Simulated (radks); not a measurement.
Values are calculated unless marked as measured or tabulated.
Species: Ni27+. Configuration: 1s1. Level of theory: non-relativistic Kohn-Sham, LDA (Slater exchange, Perdew-Wang correlation), spin-polarised, spherical densities, point nucleus; open shells are filled with parallel spins first (a radial shooting solver on a logarithmic mesh with Libxc functionals). Some entries of the table are withheld. Estimate them.

| orbital | occ. | eigenvalue (eV) | <r^2> (bohr^2) | r(max) (bohr) |
|---|---|---|---|---|
| 1s up | 1 | -10465.23 | 0.003846 | (1) |
| 2s up | 0 | -2547.264 | 0.05490 | 0.1887 |
| 2p up | 0 | -2533.641 | (2) | (3) |

Answer. 
(1) 1s up r(max) (bohr): 0.03575
(2) 2p up <r^2> (bohr^2): 0.03948
(3) 2p up r(max) (bohr): 0.1446
